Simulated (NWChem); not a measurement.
System: C₃H₇NSi; SMILES CC#C[SiH2]N

```xyz
12

C      3.1254    -0.0456    -0.2398
C      1.6844    -0.0628    -0.0132
C      0.4824    -0.0685     0.1792
Si    -1.3143    -0.1156     0.4860
N     -2.1688     0.3952    -0.9350
H      3.4145     0.7872    -0.8924
H      3.6700     0.0668     0.7056
H      3.4655    -0.9756    -0.7116
H     -1.6289    -1.4920     0.9765
H     -1.6999     0.8396     1.5585
H     -2.0560    -0.1147    -1.8033
H     -3.1223     0.7220    -0.8321
```
Atoms are numbered in this order, from 1.

Program: NWChem. Geometry: optimised at B3LYP/6-31G* (spherical d). GIAO values for the isolated, static molecule; σ is the absolute isotropic shielding, δ = σ(reference) − σ with the isolated reference molecule computed at the same levels (13C: tetramethylsilane, 1H: tetramethylsilane, 15N: ammonia).

Question: Estimate the computed values for PBE0/pcSseg-1. Quantities: δ C1 (ppm); δ C2 (ppm); δ N5 (ppm); δ H9 (ppm); δ H10 (ppm); δ H11 (ppm); δ H12 (ppm).

Answer: 
```json
{
 "δ C1 (ppm)": "6.2",
 "δ C2 (ppm)": "112.1",
 "δ N5 (ppm)": "7.1",
 "δ H9 (ppm)": "5.01",
 "δ H10 (ppm)": "4.78",
 "δ H11 (ppm)": "0.00",
 "δ H12 (ppm)": "0.09"
}
```
